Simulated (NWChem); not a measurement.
Correlation energy of CHO2

SMILES: [C](O)=O
```xyz
4

O     -0.9453     0.6808     0.0000
C     -0.3055    -0.3133     0.0000
O      0.9944    -0.4930     0.0000
H      1.4398     0.3772     0.0000
```
Charge 0, spin multiplicity 2.

All runs are NWChem calculations. Structure: optimised with UPBE0/def2-SVP, a minimum by its harmonic frequencies. It is one conformer; others weren't searched.

Basis set: cc-pVDZ. Each correlation energy counts from its own Hartree-Fock reference.

The correlated methods keep 3 core orbitals frozen. The structure started from a generated list of species. The unpaired electrons of the parent sit in orbitals of symmetry a' (Cs labels of the run); other states weren't searched. No SCF solution was tested for a lower state. Open-shell Hartree-Fock references start from PBE0 orbitals. No row is a measurement; the coupled-cluster row has its own basis-set and correlation limits.

Q: Order these methods by the correlation energy they give, lowest first: URI-MP2, SCS-UMP2, CCSD on UHF, CCSD[T] on UHF, CCSD(T) on UHF, CCSD on ROHF.

A: CCSD[T] on UHF (-501.4 mHa), CCSD(T) on UHF (-499.4 mHa), CCSD on ROHF (-488.1 mHa), CCSD on UHF (-484.1 mHa), URI-MP2 (-473.9 mHa), SCS-UMP2 (-454.9 mHa)
